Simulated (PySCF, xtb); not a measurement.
GaH₂Cl, SMILES [GaH2][Cl].

Harmonic wavenumbers (cm⁻¹) from GFN2-xTB in xtb 6.7.1 at its own minimum, in rising order: 373, 393, 435, 708, 1643, 1644.

Question: What does PySCF 2.14.0 with B3LYP-D3(BJ)/def2-TZVP give at its own minimum? (The exact figures need the calculation; the answer reports its results.)

Answer: 403, 497, 610, 730, 1999, 2014. Paired by order, the mean absolute difference is 176 cm⁻¹ and the zero-point energies are 7.4 and 8.9 kcal/mol.
